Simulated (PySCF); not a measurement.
## Calculated properties of `CC1(C)C[C@]1(C)C(=O)F`

Compound: C7H11FO.
Cartesian coordinates in Å at the PBE0-D3(BJ)/def2-SVP level; atoms count from 1:
```xyz
20
C7H11FO angstrom
C      1.3842   -0.2672    1.3847
C      0.6355    0.2754    0.1888
C      1.5040    0.3652   -1.0457
C     -0.4297    1.2948    0.4022
C     -0.8524   -0.0933   -0.0269
C     -1.3835   -0.3428   -1.4208
C     -1.4803   -0.9133    1.0367
O     -1.5009   -0.7283    2.2098
F     -2.0833   -2.0026    0.5266
H      1.7913   -1.2685    1.1705
H      0.7558   -0.3334    2.2804
H      2.2340    0.3957    1.6123
H      2.4130    0.9412   -0.8109
H      1.8225   -0.6350   -1.3800
H      1.0082    0.8654   -1.8871
H     -0.5554    2.0866   -0.3416
H     -0.6701    1.5752    1.4310
H     -1.0195    0.4139   -2.1258
H     -2.4826   -0.2984   -1.4301
H     -1.0870   -1.3337   -1.7947
```

Among its groups: C–F bond and cyclopropane ring.

From PBE0-D3(BJ)/def2-SVP geometry optimisation, gas phase (PySCF):

```yaml
Point_group: C1
Rotational_constants_A_B_C: 2.347, 1.405, 1.114 GHz
```

**wB97X-D/def2-SVPD ground state, ΔSCF and vertical TDDFT (core frozen in the response) (PySCF)**

```yaml
Dipole_moment: 3.47 D
HOMO_energy: -9.91 eV
LUMO_energy: 1.38 eV
HOMO–LUMO_gap: 11.29 eV
Lowest_singlet_excitation: 6.02 eV (206 nm, f = 0.007)
Strongest_line_among_the_10_lowest_singlet_transitions: S2 at 6.97 eV (178 nm, f = 0.177)
Lowest_triplet_excitation_Tamm–Dancoff: 5.49 eV
Static_isotropic_polarisability: 84.4 au
Vertical_ionisation_energy: 9.99 eV
Electronic_spatial_extent_⟨r²⟩_about_the_centre_of_nuclear_charge: 1176 bohr²
```

KT3/pcSseg-1 ground state and GIAO shieldings, non-relativistic (PySCF):

```yaml
13C_chemical_shifts_computed_TMS_as_zero_by_class: 160.5 (C7), 31.8 (C2), 31.3 (C4), 28.5 (C5), 23.4 (C3), 21.2 (C1), 17.5 (C6) ppm
1H_chemical_shifts_computed_TMS_as_zero_by_class: 1.37 (H18/H19/H20), 1.33 (H17), 1.29 (H10/H11/H12), 1.26 (H13/H14/H15), 0.52 (H16) ppm
Isotropic_shieldings_of_nuclei_other_than_C_and_H_by_class: -62 (O8), 121 (F9) ppm
```

Monoisotopic mass (most abundant isotopes): 130.0794 u.

 The ΔSCF ionisation energy exceeds −ε(HOMO) by 0.08 eV with wB97X-D. No computed singlet falls in the visible range (750 to 380 nm, 1.65 to 3.26 eV); S1 lies 2.76 eV above its blue end. In wavenumbers S1 is 48600 cm⁻¹ (1 eV = 8065.54 cm⁻¹).

One conformer (not necessarily the lowest) at the PBE0-D3(BJ)/def2-SVP geometry, without solvent or vibrations. NMR classes are plain means over equivalent atoms (diastereotopic ones count apart unless rotation or inversion swaps them), as if these changed places fast; in this geometry the members of some classes differ.

For the TDDFT job (wB97X-D/def2-SVPD), time: 13 min of wall time. Hardware: one thread, Arm Neoverse N1, on a shared host.
